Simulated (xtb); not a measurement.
F₂Mg (SMILES [F][Mg][F]), singlet, from a rough starting geometry (GFN-xTB shapes and energies of metal compounds can be far from the true ones).

xtb was given this input:
```
$ xtb mol.xyz --gfn 2 --opt vtight --json

# file mol.xyz
3

Mg     0.01248169    -0.00463657    -0.04217965
F     -0.21581036     1.21988519    -1.11940790
F      0.18307718    -1.28565176     1.11691206
```

Problem. Predict the dipole moment from GFN2-xTB (xtb).

Solution. 3.76 D

Problem. Predict the total energy at the end of the optimisation from GFN2-xTB.

Solution. -10.1140 Eh

Problem. Give the HOMO-LUMO gap at the level GFN2-xTB.

Solution. 2.73 eV
